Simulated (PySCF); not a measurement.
**BF3H2O: core ionisation energies**

Compound: B(H2O)F3.
Cartesian coordinates in Å at the PBE0-D3(BJ)/def2-SVP level; atoms count from 1:
```xyz
7
BF3H2O angstrom
B      0.1815   -0.0787   -0.7183
O      0.0056   -0.1267    1.0273
H     -0.9117   -0.3658    1.2223
H      0.1404    0.7648    1.3788
F      1.5139   -0.0334   -0.8558
F     -0.4825    1.0633   -1.0113
F     -0.4472   -1.2236   -1.0430
```

The calculation used delta-SCF UKS SCAN, pcX-2 on the ionised atom, pcseg-1 elsewhere, spin-free X2C in PySCF. Each binding energy is the total energy of the core-ionised species, with the hole localised on one atom, minus that of the ground state; both are solved self-consistently, so orbital relaxation is included.

Question: Give the core binding energies atom by atom.

Answer: 
| atom(s) | bonded to | level | binding energy (eV) | count |
| --- | --- | --- | --- | --- |
| F5/F6/F7 | B | F 1s | 692.92 | 3 |
| O2 | 2 H and B | O 1s | 542.45 | 1 |
| B1 | 3 F and O | B 1s | 200.80 | 1 |

Question: Which effective nuclear charge Zeff reproduces each element's mean 1s value in the hydrogen-like formula E = 13.606 eV × Zeff²?

Answer: B (Z = 5): mean 200.8 eV, Zeff = 3.84, Z − Zeff = 1.16; O (Z = 8): mean 542.4 eV, Zeff = 6.31, Z − Zeff = 1.69; F (Z = 9): mean 692.9 eV, Zeff = 7.14, Z − Zeff = 1.86. Means run over the listed sites, weighted by atom count.

One atom of each set of topologically equivalent atoms was ionised and stands for the set; in this conformer not all members are related by symmetry, and their own values weren't computed. Geometry: PBE0-D3(BJ)/def2-SVP; no solvent, vibrations or thermal averaging.
